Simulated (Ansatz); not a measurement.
C5H10, SMILES `C=C(C)CC` (C–C–C–C torsion 117°) (charge 0, multiplicity 1).

Method: Ansatz (a first-principles code) with frozen-core CCSD(T)/cc-pVDZ // PBE0-D3(BJ)/def2-TZVP.

Ansatz 0.2 input:
```yaml
crystal:
  periodic: [false, false, false]
  atoms:
    - { symbol: C, position_ang: [-1.204869, 1.359626, 0.655984] }
    - { symbol: C, position_ang: [-0.570182, 0.423545, -0.042741] }
    - { symbol: C, position_ang: [-1.302364, -0.707236, -0.694266] }
    - { symbol: C, position_ang: [0.920376, 0.452778, -0.221837] }
    - { symbol: C, position_ang: [1.636002, -0.740455, 0.402928] }
    - { symbol: H, position_ang: [-0.666853, 2.177961, 1.122284] }
    - { symbol: H, position_ang: [-2.281786, 1.340143, 0.783896] }
    - { symbol: H, position_ang: [-2.380813, -0.613278, -0.562993] }
    - { symbol: H, position_ang: [-1.085966, -0.742278, -1.767478] }
    - { symbol: H, position_ang: [-0.993519, -1.672143, -0.281062] }
    - { symbol: H, position_ang: [1.312769, 1.37925, 0.205554] }
    - { symbol: H, position_ang: [1.147556, 0.480215, -1.295225] }
    - { symbol: H, position_ang: [1.423412, -0.803341, 1.472896] }
    - { symbol: H, position_ang: [1.328942, -1.682877, -0.055562] }
    - { symbol: H, position_ang: [2.717294, -0.65191, 0.277624] }
basis:
  gaussian: { orbitals: cc-pVDZ }
correlation:
  method: ccsd_t
```

Output:

```
Functional definition: HF
1085 factors; integrals over basis functions are off by at most 1.3e-3 eV
mean field evaluation 1: about -5307.1194 eV, gradient 3.2e1 eV
mean field evaluation 2: about -5307.3405 eV, gradient 3.2e1 eV
mean field evaluation 4: about -5310.5189 eV, gradient 3.3e0 eV
mean field evaluation 8: about -5310.5576 eV, gradient 2.3e-1 eV
mean field evaluation 16: about -5309.9849 eV, gradient 1.1e1 eV
mean field -5310.55780889 eV, -195.1593998513 hartree, gradient 1.1e-6 eV, S^2 0.000000; 0 other end points of the search recorded, 0 dependent functions left out
5 core orbitals not correlated
reference -5310.55780889 eV, -195.1593998513 hartree; 15, 15 occupied and 100, 100 virtual orbitals, 1085 factors
second order -19.20834179 eV of doubles, -0.00000000 eV of singles
cycle   1  -20.36545836 eV  change    -1.2e0 eV  update   9.0e-2
cycle   2  -20.92776838 eV  change   -5.6e-1 eV  update   2.8e-2
cycle   3  -21.00998684 eV  change   -8.2e-2 eV  update   1.0e-2
cycle   4  -21.01228676 eV  change   -2.3e-3 eV  update   3.2e-3
cycle   5  -21.01321399 eV  change   -9.3e-4 eV  update   9.3e-4
cycle   6  -21.01305374 eV  change    1.6e-4 eV  update   2.8e-4
cycle   7  -21.01301126 eV  change    4.2e-5 eV  update   7.6e-5
cycle   8  -21.01301881 eV  change   -7.5e-6 eV  update   3.2e-5
perturbative correction -0.67492906 eV, -0.0248031855 hartree
Total energy: -5332.24575676 eV, -195.9564172348 hartree
```
